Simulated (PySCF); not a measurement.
C7H13 (doublet state).
Geometry (GFN2-xTB, Å), atoms numbered from 1 in this order:
```xyz
20
C7H13 angstrom
C     -2.9874    0.8683   -0.1391
C     -1.4867    0.7364   -0.3633
C     -0.9601   -0.6211    0.1083
C      0.4887   -0.7622   -0.1165
C      1.5173   -1.6282    0.4686
C      1.6687   -0.1124    0.4633
C      2.7302    0.5142   -0.4129
H     -3.3423    1.8354   -0.4871
H     -3.5239    0.0917   -0.6806
H     -3.2270    0.7762    0.9184
H     -0.9624    1.5290    0.1747
H     -1.2634    0.8537   -1.4256
H     -1.4910   -1.4246   -0.4135
H     -1.1880   -0.7392    1.1815
H      2.1716   -2.1840   -0.1911
H      1.3178   -2.1529    1.3986
H      1.5465    0.4101    1.4126
H      3.6978    0.5005    0.0872
H      2.4728    1.5487   -0.6356
H      2.8154   -0.0288   -1.3509
```

The hyperfine couplings belong to this conformer and change with its torsions.

The species is `CCC[C]1C[C@H]1C` [radical].

Computed with UKS B3LYP, pcH-1 on C H, non-relativistic, mean-field spin-orbit, GIAO in PySCF. Isolated species at its GFN2-xTB geometry (one conformer only). The geometry wasn't refined by DFT: couplings that depend on bond lengths, twists or pyramidal angles can differ widely from those at the functional's own minimum. The SCF solution wasn't tested for stability.

Predict the first-order ENDOR lines of C7, C5, C6, C2, C3, H14, H15, H16, H17 and H13 under fast tumbling at B = 347.2 mT (X band).

ν± = |νn ± a/2|, one line for each electron-spin manifold; νn = |g_N| × 7.62259 MHz/T × B.

```csv
nuclei,isotope,g_N,νn (MHz),a_iso (MHz),lower line (MHz),upper line (MHz)
C7,13C,1.4048,3.72,41.82,17.19,24.63
C5,13C,1.4048,3.72,-15.70,4.13,11.57
C6,13C,1.4048,3.72,-12.60,2.58,10.02
C2,13C,1.4048,3.72,9.64,1.10,8.54
C3,13C,1.4048,3.72,-4.84,1.30,6.14
H14,1H,5.5857,14.78,121.48,45.96,75.52
H15,1H,5.5857,14.78,79.60,25.02,54.58
H16,1H,5.5857,14.78,49.56,10.00,39.56
H17,1H,5.5857,14.78,45.02,7.73,37.30
H13,1H,5.5857,14.78,34.62,2.53,32.09
```

The rows for 13C, of low natural abundance, apply to labelled samples.

Which pairs are centred on the nuclear Larmor frequency, and which on half the coupling?

Centred on νn, since |a| < 2νn: C3. Centred on |a|/2 and split by 2νn: C7, C5, C6, C2, H14, H15, H16, H17 and H13.

At what field would the lower line of H16 fall to zero frequency?

Where νn = |a|/2, that is B = 24.78 MHz/(5.5857 × 7.62259 MHz/T) = 582 mT, as far as first order holds there.

Couplings of abundant isotopes left out: H12 (-1.8 MHz), H18/H19/H20 (-1.4 MHz) and H11 (-1.2 MHz).
